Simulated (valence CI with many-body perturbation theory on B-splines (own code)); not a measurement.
Values are calculated unless marked as measured or tabulated.
A CI+MBPT run for Re⁵³⁺

Method: valence CI with perturbative core correlation (CI+MBPT): four valence electrons over a frozen Dirac-Fock core [Ar], a basis of 9 s, 9 p, 10 d, 8 f, 5 g, 3 h, 1 i functions for each j, with the one-electron correlation potential Σ1 (screened to all orders), the two-electron term Σ2, the three-electron term Σ3, Breit, model QED; selected single and double excitations, second order for the rest (own B-spline code, finite nucleus).

Command, and the settings that its task file holds:

```sh
python run_cv.py task.json out
```

```
atom Re  Z=75  mass_number=187  rms_radius_fm=5.3698
core [Ar]
valence 3d4
avg = 1
basis = L
breit = 1
cap = 40000
capref = 1200
cscale = 1
de = 0.0
dress = 0
eps = 2e-08
h = 0.27
hh = 1
l2 = 3
lcore = 6
maxit = 60
n2 = 5
natural = 1
nlev = 60
nno = [6, 6, 7, 6, 4, 3, 1]
nroot = 26
nsp = [3, 3, 3, 2, 1, 0, 0]
pt2 = 1
qed = 1
rpa = 1
s1 = 1
s2 = 1
s3 = 1
screen = 1
tol = 2e-05
```

It took 100 s on 1 thread of Arm Neoverse V1 (shared host).

Log. The first blocks belong to the next ion, which gives the ionisation energy. Fields: 2J, parity (1 odd), roots, reference size, generating configurations, candidates as configurations/state functions, variational space P, stored matrix elements, Davidson steps; e2 is the range of second-order energies in hartree. The first line gives the box (bohr), its intervals, the orbitals and the steps of their self-consistent field. Window is the range of levels sought, series limit the energy at which the first omitted orbital would enter, core excitation an estimate of the first excitation out of the core, left out the lowest levels not solved, and shifts from estimates the range by which levels moved from their first estimate, all in cm⁻¹.

```
rmax 2.1 intervals 55 orbitals 81 references ['3d4', '3d3 4s', '3d3 4p'] scf 3 t 0.9
2J=3 par=0 roots 2 ref 41 generators 3 cand 3047/7521 P 1475/3732 nnz 3.9e+06 it 4
2J=3 par=0 roots 2 ref 41 generators 4 cand 1594/3830 P 1932/4988 nnz 6.7e+06 it 4
   second order: generators 6 cand 2561/5839 e2 -0.00001 -0.00001
reference levels 704, estimated 34, window 1976563 1/cm; series limit 31692699, core excitation 2470704
2J=0 par=0 roots 5 ref 19 generators 4 cand 3194/5612 P 3220/6038 nnz 7e+06 it 4
2J=0 par=0 roots 5 ref 19 generators 4 cand 1167/2092 P 3781/7097 nnz 9.8e+06 it 4
   second order: generators 8 cand 8258/21442 e2 -0.00002 -0.00000
2J=2 par=0 roots 4 ref 43 generators 3 cand 4275/19662 P 1504/8000 nnz 1.5e+07 it 4
2J=2 par=0 roots 4 ref 43 generators 3 cand 3216/14203 P 3375/16974 nnz 6.2e+07 it 4
   second order: generators 4 cand 4536/30779 e2 -0.00002 -0.00001
2J=8 par=0 roots 6 ref 48 generators 4 cand 4551/35092 P 924/7989 nnz 1.6e+07 it 5
2J=8 par=0 roots 6 ref 48 generators 4 cand 3927/29630 P 2993/24144 nnz 1.3e+08 it 7
   second order: generators 6 cand 8161/91167 e2 -0.00013 -0.00007
2J=4 par=0 roots 7 ref 61 generators 4 cand 4578/30371 P 1027/7989 nnz 1.5e+07 it 4
2J=4 par=0 roots 7 ref 61 generators 4 cand 3872/24940 P 3539/24772 nnz 1.3e+08 it 5
   second order: generators 5 cand 4560/46057 e2 -0.00005 -0.00002
2J=6 par=0 roots 6 ref 57 generators 3 cand 4612/35105 P 898/7995 nnz 1.6e+07 it 4
2J=6 par=0 roots 6 ref 57 generators 3 cand 4005/29660 P 2941/24294 nnz 1.3e+08 it 5
   second order: generators 4 cand 5162/57895 e2 -0.00010 -0.00006
2J=10 par=0 roots 2 ref 29 generators 2 cand 4309/30429 P 938/7994 nnz 1.7e+07 it 4
2J=10 par=0 roots 2 ref 29 generators 2 cand 3687/24961 P 2806/22489 nnz 1.2e+08 it 5
   second order: generators 2 cand 1819/10466 e2 -0.00004 -0.00003
2J=12 par=0 roots 2 ref 15 generators 2 cand 3813/23883 P 1199/8000 nnz 1.7e+07 it 4
2J=12 par=0 roots 2 ref 15 generators 2 cand 3034/18392 P 2955/18970 nnz 8.4e+07 it 4
   second order: generators 2 cand 1278/7422 e2 -0.00003 -0.00002
left out: unestimated 16331133, estimated 2534167, shifts from estimates -305 to 49
operators 1.5
```

The Davidson iterations converged.

No measured spectrum was set against this ion. As an estimate, large intervals hold to a few tenths of a per cent, small ones and those within an open d or f shell to about a per cent. The list stops below the first excitations out of the core. Only levels of the ground parity were solved; by the run's estimate the other parity begins above the list, which can be wrong where configurations are misplaced.

| Property | Result |
| --- | --- |
| Valence energy | -781.0934 hartree |
| Ionisation energy | 5099.4 eV (NIST: 5099 ± 5 eV (theoretical)) |
| Reference configurations for the orbitals | 3d4, 3d3 4s, 3d3 4p |
| Radial orbitals | 81 |
| Box radius | 2.122 bohr |
| Largest variational space | 24772 |
| Lowest levels | (3d3/2^4) J=0 0, (3d3/2^3 3d5/2) J=1 554500, (3d3/2^3 3d5/2) J=4 651540, (3d3/2^3 3d5/2) J=2 678800, (3d3/2^3 3d5/2) J=3 706260, (3d3/2^2 3d5/2^2) J=0 [a] 1180000, (3d3/2^2 3d5/2^2) J=2 [a] 1183500, (3d3/2^2 3d5/2^2) J=4 [a] 1202800, (3d3/2^2 3d5/2^2) J=3 [a] 1219800, (3d3/2^2 3d5/2^2) J=5 1248800, (3d3/2^2 3d5/2^2) J=6 1271600, (3d3/2^2 3d5/2^2) J=1 1293100, (3d3/2^2 3d5/2^2) J=3 [b] 1317200, (3d3/2^2 3d5/2^2) J=4 [b] 1320600 cm⁻¹ |

Levels are named by their leading jj configuration (3d3/2^4 stands for four electrons in 3d with j = 3/2), which in mixed levels can hold well under half, so a name can repeat and another be missing. Letters in brackets count levels of one name in rising energy.
